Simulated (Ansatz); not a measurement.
Reaction (formal exchange of groups at a C–C bond): `FC(F)C(F)F` + `FC1CO1` → `FC(F)[C@H]1O[C@H]1F` + `FCF`

Computed with Ansatz on PBE0-D4/def2-TZVP structures; ΔE is electronic, products minus reactants. CCSD(T)/CBS is the MP2 limit (def2-TZVPP, def2-QZVPP) plus CCSD(T) − MP2 in def2-TZVPP, frozen cores. This one scheme is used for every species. DFT in def2-TZVPP. B3LYP here is the variant with VWN-RPA as its local correlation; programs differ in this. HSE06 is defined as in plane-wave codes. One conformer a species, not always the lowest.

`FC(F)C(F)F`:

Cartesian coordinates in Å:
```
F 1.455 -0.329 0.919
C 0.125 -0.207 0.725
F -0.446 -1.411 0.887
C -0.114 0.304 -0.691
F -1.429 0.575 -0.835
F 0.231 -0.634 -1.588
H -0.284 0.487 1.467
H 0.463 1.215 -0.884
```

`FC1CO1`:

```xyz
7

F    -0.109    0.139    1.759
C     0.389    0.257    0.508
C    -0.332   -0.349   -0.594
O    -0.327    1.068   -0.339
H     1.467    0.390    0.536
H     0.188   -0.661   -1.495
H    -1.274   -0.843   -0.376
```

`FC(F)[C@H]1O[C@H]1F`:

Z-matrix (Å, degrees):
```
C
F 1 1.354
C 1 1.499 2 109.6
F 1 1.356 2 107.5 3 -117.7
H 1 1.092 2 108.7 3 124.1
O 3 1.433 1 115.5 2 80.6
C 3 1.453 1 120.3 2 145.7
H 3 1.088 1 114.6 2 -57.7
F 7 1.349 3 119.5 1 2.1
H 7 1.086 3 123.5 1 152.2
```

`FCF`:

Cartesian coordinates in Å:
```
F 1.170 0.225 0.544
C -0.022 -0.067 -0.021
F -0.737 1.074 -0.136
H 0.153 -0.475 -1.020
H -0.563 -0.756 0.634
```

```tsv
level	ΔE (kJ/mol)	difference from CCSD(T)/CBS
PBE-D4	-10.3	0.0
revPBE-D4	-10.9	-0.6
B97M-V	-7.5	2.8
PBE0-D4	-9.6	0.7
B3LYP-D4	-10.7	-0.4
r2SCAN0-D4	-7.6	2.7
HSE06-D4	-9.6	0.7
BHLYP-D4	-9.9	0.4
PBE-QIDH	-9.8	0.5
PBE0	-8.4	1.9
r2SCAN0	-7.0	3.3
MP2/def2-SVP	-12.7	-2.4
CCSD/def2-SVP	-10.8	-0.5
CCSD(T)/def2-SVP	-11.2	-0.9
CCSD/def2-TZVPP	-10.0	0.3
HF/CBS(def2)	-7.6	2.7
CCSD(T)/CBS	-10.3	0
```

Largest T1 diagnostic among the species: 0.012.

In def2-TZVPP, CCSD(T) changes the Hartree–Fock value by −3.0 kJ/mol (the triples alone add −0.7 kJ/mol) and MP2 by −4.8 kJ/mol. Leaving LDA and LC-ωPBE aside and taking each functional with its dispersion term where it has one, the values, not all of them listed here, spread over 4.3 kJ/mol, from BLYP-D4 to r2SCAN-D4.
